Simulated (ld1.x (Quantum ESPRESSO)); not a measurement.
## LDA (PZ) PAW dataset for Mg, scalar-relativistic all-electron reference.

* Element: Mg
* Generator: ld1.x (Quantum ESPRESSO) 7.5
* Type: PAW
* Functional: LDA (PZ)
* Relativity: scalar-relativistic
* Frozen core: [He]
* Valence charge: 10
* Reference configuration: 2s2 2p6 3s1.75 3p0.25
* Partial waves: 2s (bound): rcut 0.95, rcutus 1.10 bohr; 3s (bound): rcut 0.95, rcutus 1.10 bohr; 2p (bound): rcut 1.05, rcutus 1.15 bohr; 3p (bound): rcut 1.05, rcutus 1.15 bohr
* Local potential: all-electron potential smoothed inside 0.90 bohr (lloc = -1)
* Core correction: Bessel-smoothed model core inside 1.10 bohr
* Augmentation charge: BESSEL, radius 0.70 bohr

* Cutoffs needed: 70 Ry and 110 Ry (the cutoffs (Ry, on a coarse ladder) from which the occupation-weighted sum of valence levels, in a spherical-Bessel basis at the reference potential, stays within 10 and 1 mRy of its value at 400 Ry)
* Ghost test: no extra level below or beside the all-electron valence levels (s, p, d, f tested) (spherical-Bessel basis up to 400 Ry, 20 bohr box)
* Largest excitation error: -0.2 meV (all-electron minus pseudo) for 2s2 2p6 3s0 3p0, out of 7 test configurations
* Lowest eigenvalue of the overlap operator: 0.05 (s channel)
